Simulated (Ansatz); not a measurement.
Species: GeH2 (charge 0, triplet). This is an excited triplet: at this geometry the singlet lies 0.53 eV lower at CCSD(T)/CBS(aug-cc-pVTZ,aug-cc-pVQZ). 
Structure (B3LYP-D3(BJ)/def2-TZVP (Ansatz, an electronic-structure program) minimum search):
SMILES: [GeH2]
```xyz
3

Ge    -0.0012    -0.0007     0.0457
H     -0.0059    -1.3267    -0.7516
H      0.0436     1.3479    -0.7116
```
Charge 0, spin multiplicity 3.

Property: vertical singlet-triplet gap (E(singlet) - E(triplet); the singlet is one closed-shell determinant, which may describe it poorly; each state is the SCF solution reached for its spin; for the singlet the Hartree-Fock reference is unstable and T1 is 0.013), in kcal/mol. Correlated levels leave the core frozen unless marked. Open shells are spin-unrestricted. Spin-orbit coupling is left out. The frozen core is the preceding noble-gas configuration, with the filled d and f shells of earlier blocks. No relativistic terms. Basis-set limits of correlation are two-point, X^-3; Hartree-Fock from the larger set. The bracket is a focal-point correction in the basis named.

```json
[
 {"level": "SVWN5/def2-TZVPD", "program": "Ansatz", "vertical singlet-triplet gap (kcal/mol)": "-13.1", "minus last row": "-0.9"},
 {"level": "MP2/CBS(aug-cc-pVTZ,aug-cc-pVQZ)", "program": "Ansatz", "vertical singlet-triplet gap (kcal/mol)": "-9.8", "minus last row": "2.4"},
 {"level": "RI-MP2/def2-TZVPPD", "program": "Ansatz", "vertical singlet-triplet gap (kcal/mol)": "-8.5", "minus last row": "3.7"},
 {"level": "RI-MP2/CBS(aug-cc-pVTZ,aug-cc-pVQZ)+[CCSD(T)-MP2]/aug-cc-pVDZ", "program": "Ansatz", "vertical singlet-triplet gap (kcal/mol)": "-13.4", "minus last row": "-1.2"},
 {"level": "RI-MP2/CBS(def2-TZVPPD,def2-QZVPPD)+[CCSD(T)-MP2]/def2-SVPD", "program": "Ansatz", "vertical singlet-triplet gap (kcal/mol)": "-13.5", "minus last row": "-1.3"},
 {"level": "RI-MP2/CBS(aug-cc-pVTZ,aug-cc-pVQZ)+[CCSD(T)-MP2]/aug-cc-pVTZ", "program": "Ansatz", "vertical singlet-triplet gap (kcal/mol)": "-12.9", "minus last row": "-0.7"},
 {"level": "CCSD(T)/CBS(aug-cc-pVTZ,aug-cc-pVQZ)", "program": "Ansatz", "vertical singlet-triplet gap (kcal/mol)": "-12.2", "minus last row": "0.0"}
]
```
